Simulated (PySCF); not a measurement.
C₂H₆N₂OSi, SMILES [Si@H](N=C=O)(C)N.

Geometry optimised at B3LYP-D3(BJ)/def2-SVP. The structure was generated by enumeration; whether it is a known compound was not checked. Other conformers were not sampled.

Two levels are set side by side: PBE/def2-TZVP (PySCF) and CAM-B3LYP/def2-TZVP (PySCF). Same geometry, gas phase. Differences are taken from unrounded values.

```csv
quantity,CAM-B3LYP
orbital gap (eV),10.58
highest occupied level (eV),-9.26
lowest empty level (eV),1.31
dipole moment (D),2.73
mean polarisability (bohr³),63.9
```

Task: What does PBE give, and how far is it from CAM-B3LYP? (Estimate from the structure and the level; the computed values follow.)

Result: 
| quantity | PBE | PBE minus CAM-B3LYP |
|---|---|---|
| orbital gap (eV) | 5.96 | -4.62 |
| highest occupied level (eV) | -6.37 | 2.89 |
| lowest empty level (eV) | -0.41 | -1.73 |
| dipole moment (D) | 2.68 | -0.06 |
| mean polarisability (bohr³) | 67.5 | 3.5 |

PBE's occupied levels lie high since its potential decays too fast outside the molecule; exact exchange lowers them and widens the gap. Loosely held outer electrons make PBE densities more polarisable. Differences between two approximate levels are no errors against the true value.

Rough cost on one machine, each run with all the roots and properties that it gave: CAM-B3LYP against PBE within a factor of 2.
